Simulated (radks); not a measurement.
The numbers below are computed, except where a source is named.
Coulomb parameter of the 5d shell of the rhenium ion Re+ in the model configuration [Xe] 4f14 5d5 6s1, as a second difference U = [E(n + 0.25) + E(n - 0.25) - 2 E(n)] / (0.25)^2 with all orbitals relaxed. "Bare": the charge of the atom changes with n. "Screened": the 6s shell takes up the change at fixed total charge, which measures U(5d,5d) + U(6s,6s) - 2 U(5d,6s). Level of theory: scalar-relativistic Kohn-Sham, r2SCAN, spin-unpolarised, spherical densities, finite nucleus; meta-GGA in the generalised Kohn-Sham scheme; Fermi nuclear charge, rms radius 5.3698 fm (a radial shooting solver on a logarithmic mesh with Libxc functionals).

case                      configuration  E - E(n) (eV)
start                 [Xe] 4f14 5d5 6s1          0.000
bare +0.25         [Xe] 4f14 5d5.25 6s1         -2.941
bare -0.25         [Xe] 4f14 5d4.75 6s1          3.561
screened +0.25  [Xe] 4f14 5d5.25 6s0.75         -0.085
screened -0.25  [Xe] 4f14 5d4.75 6s1.25          0.125

U(bare) = 9.918 eV, U(screened by 6s) = 0.642 eV, against the Slater integral F0(5d,5d) = 13.448 eV with frozen orbitals.
